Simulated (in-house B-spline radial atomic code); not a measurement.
Response of the indium ion In³⁺ as one setting changes: the share of exact exchange in a PBE hybrid. A dash marks a strongly mixed or unbound state. Computed with an all-electron radial atomic-structure program (B-spline basis): linear response of the closed shell [Kr] 4d10 with the functional's adiabatic kernel; scalar-relativistic (spin-free one-electron X2C), finite nucleus, no spin-orbit coupling, no double excitations, S, P, D and F terms only; shells from n = 2 respond. Only terms of natural parity with L up to 3 were computed.

```
share of exact exchange in a PBE hybrid  lowest 1P (eV)  lowest 3P, Tamm-Dancoff (eV)  minus highest occupied level (eV)  α (bohr³)
                                      0  4d → 5p 23.990                4d → 5p 22.648                              47.87      3.527
                                    0.1  4d → 5p 24.350                4d → 5p 22.992                              48.86      3.483
                                    0.2  4d → 5p 24.710                4d → 5p 23.336                              49.85       3.44
                                    0.3  4d → 5p 25.069                4d → 5p 23.679                              50.85      3.399
                                    0.4  4d → 5p 25.428                4d → 5p 24.022                              51.85      3.359
                                    0.5  4d → 5p 25.787                4d → 5p 24.364                              52.86       3.32
                                    0.6  4d → 5p 26.145                4d → 5p 24.706                              53.87      3.283
                                    0.7  4d → 5p 26.503                4d → 5p 25.047                              54.88      3.246
                                    0.8               ?                             ?                                  ?          ?
                                    0.9               ?                             ?                                  ?          ?
                                      1  4d → 5p 27.574                4d → 5p 26.068                              57.95      3.143
```

Q: What belongs in the row for 0.9?

A: lowest 1P (eV): 4d → 5p 27.217; lowest 3P, Tamm-Dancoff (eV): 4d → 5p 25.728; minus highest occupied level (eV): 56.92; α (bohr³): 3.176.

Q: What belongs in the row for 0.8?

A: lowest 1P (eV): 4d → 5p 26.860; lowest 3P, Tamm-Dancoff (eV): 4d → 5p 25.388; minus highest occupied level (eV): 55.90; α (bohr³): 3.211.
